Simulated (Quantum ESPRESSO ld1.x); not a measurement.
All-electron atom: Au+ in [Kr] 4d10 4f14 5p6 5d10 5f2 (not the ground configuration). Method: Dirac Kohn-Sham, Slater X-alpha with alpha = 1, spin-unpolarised, spherical densities, point nucleus; open shells fill j = l - 1/2 first; computed with ld1.x of Quantum ESPRESSO 7.5.

X-ray form factor f0, the Fourier transform of the density (f0(0) = 78):

sin(theta)/lambda (1/angstrom),f0 (electrons)
0.05,76.343
0.1,73.560
0.15,70.595
0.2,67.150
0.25,63.422
0.3,59.690
0.4,52.856
0.5,47.184
0.6,42.512
0.8,34.994
1,28.909
1.25,23.043
1.5,19.070
2,14.824
